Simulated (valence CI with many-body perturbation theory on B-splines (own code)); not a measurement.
# E1 transitions of Xe22+

Level of theory: relativistic CI+MBPT: four valence electrons over a frozen Dirac-Fock core [Ar] 3d10, a basis of 11 s, 11 p, 10 d, 8 f, 5 g, 2 h functions for each j, with the one-electron correlation potential Σ1, the two-electron term Σ2, the three-electron term Σ3, Breit, model QED; selected CI, second order for the rest, scaled by the run's own slope (own B-spline code, finite nucleus).

No measured spectrum was set against this ion. As an estimate, levels hold to about 250 cm⁻¹ or 0.2 % of their energy and the worst to 1 %, as in measured heavy ions of charge 2 to 7; those with d or f electrons hold less well. Among the levels kept, up to 470 cm⁻¹ of a level comes from second order outside the variational space, and about a tenth of that is noise between levels of different J, which matters for small intervals.

Lines 201 to 250 of 568 in falling wavelength, among levels below 2159700 cm⁻¹, chosen from the strongest by gf and those to the six lowest levels. Wavelengths and rates use the calculated energies, so an error of 2000 cm⁻¹ moves a line at 136.8 Å by 0.27 % and its rate by three times that or more. Electric multipoles are in the length gauge, E1 and E2 with the static RPA response of the core. Weak lines are less certain than strong ones. Lines between different terms over intervals too small for the method are left out, as are lines whose strength nearly cancels. Where a level lies close to another of its J and parity, the split of strength between their lines is uncertain. The highest levels of a list are the least certain.

Levels are named by their leading jj configuration (3d3/2^4 stands for four electrons in 3d with j = 3/2), which in mixed levels can hold well under half, so a name can repeat and another be missing. Letters in brackets count levels of one name in rising energy.

| λ vac (Å) | Upper | Lower | A (s⁻¹) | S (a.u.) |
| --- | --- | --- | --- | --- |
| 136.8 | (4s 4p3/2^2 4d3/2) J=2 [a] | (4s 4p1/2 4p3/2^2) J=1 [b] | 2.19e+10 | 1.38e-01 |
| 136.8 | (4s 4p1/2^2 4f7/2) J=3 | (4s 4p1/2 4p3/2 4d3/2) J=4 | 1.38e+10 | 1.22e-01 |
| 136.6 | (4s 4p1/2^2 4d5/2) J=3 | (4s 4p1/2^2 4p3/2) J=2 | 2.73e+10 | 2.40e-01 |
| 136.5 | (4s 4p1/2 4p3/2 4d5/2) J=2 [a] | (4s 4p1/2 4p3/2^2) J=2 [a] | 4.58e+10 | 2.87e-01 |
| 136.4 | (4s^2 4p1/2 4d5/2) J=3 | (4s^2 4p1/2 4p3/2) J=2 | 4.28e+10 | 3.75e-01 |
| 136.4 | (4s 4p1/2 4d3/2 4d5/2) J=4 [a] | (4s 4p1/2 4p3/2 4d5/2) J=4 [a] | 2.69e+10 | 3.03e-01 |
| 136.3 | (4s 4p3/2^2 4d5/2) J=3 [a] | (4s 4p3/2^3) J=2 | 1.21e+10 | 1.06e-01 |
| 136.2 | (4s^2 4p3/2 4f5/2) J=3 | (4s^2 4p3/2 4d5/2) J=3 | 4.36e+10 | 3.81e-01 |
| 136.2 | (4s 4p1/2 4d3/2 4d5/2) J=2 [b] | (4s 4p1/2 4p3/2 4d5/2) J=2 [a] | 1.40e+10 | 8.71e-02 |
| 136.2 | (4s 4p1/2 4p3/2 4d5/2) J=3 [a] | (4s 4p1/2 4p3/2^2) J=2 [a] | 2.45e+10 | 2.14e-01 |
| 135.9 | (4p1/2^2 4p3/2 4d5/2) J=1 | (4p1/2^2 4p3/2^2) J=0 | 4.41e+10 | 1.64e-01 |
| 135.8 | (4s 4p3/2^2 4d5/2) J=3 [c] | (4s^2 4p1/2 4d5/2) J=3 | 1.82e+10 | 1.58e-01 |
| 135.8 | (4s^2 4d3/2 4d5/2) J=3 | (4s^2 4p3/2 4d3/2) J=3 | 1.89e+10 | 1.64e-01 |
| 135.7 | (4s 4p1/2 4p3/2 4d3/2) J=2 [c] | (4s 4p1/2 4p3/2^2) J=3 | 1.88e+10 | 1.16e-01 |
| 135.5 | (4s 4p1/2 4d3/2 4d5/2) J=4 [a] | (4s 4p1/2 4p3/2 4d3/2) J=3 [a] | 1.28e+10 | 1.42e-01 |
| 135.4 | (4s 4p1/2 4p3/2 4d5/2) J=1 [b] | (4s 4p1/2 4p3/2^2) J=2 [b] | 3.25e+10 | 1.20e-01 |
| 135.2 | (4s 4p1/2 4d3/2 4d5/2) J=2 [d] | (4s 4p1/2 4p3/2 4d3/2) J=1 [b] | 2.45e+10 | 1.49e-01 |
| 135.2 | (4s 4p1/2 4d3/2 4d5/2) J=3 [d] | (4s 4p1/2 4p3/2 4d5/2) J=3 [b] | 2.33e+10 | 1.99e-01 |
| 135.1 | (4s 4p1/2 4d3/2 4d5/2) J=5 [a] | (4s 4p1/2 4p3/2 4d3/2) J=4 | 1.90e+10 | 2.54e-01 |
| 135.0 | (4s 4p3/2^2 4d5/2) J=1 [a] | (4s 4p3/2^3) J=2 | 8.82e+10 | 3.22e-01 |
| 134.8 | (4p1/2^2 4p3/2 4d5/2) J=3 | (4p1/2^2 4p3/2^2) J=2 | 2.94e+10 | 2.48e-01 |
| 134.6 | (4p1/2 4p3/2^3) J=1 | (4s 4p1/2^2 4p3/2) J=2 | 6.23e+08 | 2.25e-03 |
| 134.6 | (4s^2 4p3/2 4d3/2) J=3 | (4s^2 4p3/2^2) J=2 | 2.45e+10 | 2.06e-01 |
| 134.4 | (4s 4p1/2 4p3/2 4f5/2) J=3 [a] | (4s 4p1/2 4p3/2 4d3/2) J=2 [b] | 1.36e+10 | 1.14e-01 |
| 134.4 | (4s 4p1/2 4d3/2 4d5/2) J=2 [c] | (4s 4p1/2 4p3/2 4d5/2) J=2 [a] | 2.47e+10 | 1.48e-01 |
| 134.0 | (4s^2 4p3/2 4f5/2) J=4 [a] | (4s^2 4p3/2 4d3/2) J=3 | 2.01e+10 | 2.15e-01 |
| 134.0 | (4s 4p1/2^2 4f7/2) J=3 | (4s 4p1/2^2 4d5/2) J=2 | 1.25e+10 | 1.04e-01 |
| 134.0 | (4s 4p1/2 4p3/2 4f7/2) J=4 [b] | (4s 4p1/2 4p3/2 4d5/2) J=4 [b] | 1.55e+10 | 1.65e-01 |
| 133.9 | (4s^2 4p3/2 4d3/2) J=1 | (4s^2 4p3/2^2) J=2 | 5.95e+10 | 2.12e-01 |
| 133.6 | (4s^2 4p3/2 4f7/2) J=4 | (4s^2 4p3/2 4d5/2) J=3 | 2.69e+10 | 2.85e-01 |
| 133.2 | (4s 4p1/2 4d5/2^2) J=4 | (4s 4p1/2 4p3/2 4d5/2) J=5 | 1.15e+10 | 1.20e-01 |
| 132.9 | (4s 4p1/2 4p3/2 4d3/2) J=2 [d] | (4s 4p1/2 4p3/2^2) J=2 [b] | 1.51e+10 | 8.76e-02 |
| 132.6 | (4s^2 4d3/2 4d5/2) J=3 | (4s^2 4p3/2 4d3/2) J=2 | 1.93e+10 | 1.55e-01 |
| 132.6 | (4s^2 4p3/2 4f7/2) J=3 | (4s^2 4p3/2 4d5/2) J=3 | 3.94e+10 | 3.17e-01 |
| 132.6 | (4s 4p1/2^2 4f7/2) J=3 | (4s 4p1/2 4p3/2 4d3/2) J=3 [a] | 1.42e+10 | 1.14e-01 |
| 132.5 | (4s 4p1/2 4d5/2^2) J=2 | (4s 4p1/2 4p3/2 4d5/2) J=3 [b] | 1.48e+10 | 8.48e-02 |
| 132.5 | (4p1/2 4p3/2^3) J=2 | (4s 4p1/2^2 4p3/2) J=2 | 3.56e+08 | 2.04e-03 |
| 132.3 | (4s^2 4p1/2 4d5/2) J=2 | (4s^2 4p1/2 4p3/2) J=2 | 6.33e+10 | 3.62e-01 |
| 132.3 | (4s 4p3/2^2 4d5/2) J=2 [a] | (4s 4p3/2^3) J=2 | 3.82e+10 | 2.18e-01 |
| 132.2 | (4s^2 4p1/2 4d3/2) J=1 | (4s^2 4p1/2 4p3/2) J=2 | 6.58e+09 | 2.25e-02 |
| 132.1 | (4p1/2 4p3/2^2 4d5/2) J=2 [b] | (4p1/2 4p3/2^3) J=2 | 4.13e+10 | 2.35e-01 |
| 132.1 | (4s 4p1/2 4p3/2 4d3/2) J=2 [d] | (4s 4p1/2 4p3/2^2) J=1 [a] | 1.77e+10 | 1.01e-01 |
| 132.1 | (4s 4p3/2^2 4d5/2) J=3 [a] | (4s^2 4p1/2 4d3/2) J=2 | 1.26e+10 | 9.99e-02 |
| 131.9 | (4p1/2 4p3/2^2 4d5/2) J=1 [b] | (4p1/2 4p3/2^3) J=2 | 1.00e+11 | 3.40e-01 |
| 131.9 | (4s 4p1/2 4p3/2 4d5/2) J=4 [b] | (4s 4p1/2 4p3/2^2) J=3 | 4.12e+10 | 4.20e-01 |
| 131.9 | (4s 4p1/2 4p3/2 4d5/2) J=1 [b] | (4s 4p1/2 4p3/2^2) J=0 | 4.44e+10 | 1.51e-01 |
| 131.8 | (4s^2 4d3/2^2) J=0 | (4s^2 4p3/2 4d3/2) J=1 | 1.06e+11 | 1.20e-01 |
| 131.7 | (4s 4p1/2 4p3/2^2) J=1 [b] | (4s^2 4p1/2^2) J=0 | 2.20e+10 | 7.45e-02 |
| 131.7 | (4s 4p1/2 4p3/2 4d5/2) J=0 | (4s 4p1/2 4p3/2^2) J=1 [a] | 1.63e+11 | 1.84e-01 |
| 131.6 | (4s^2 4d3/2 4d5/2) J=2 | (4s^2 4p3/2 4d3/2) J=3 | 4.33e+10 | 2.44e-01 |
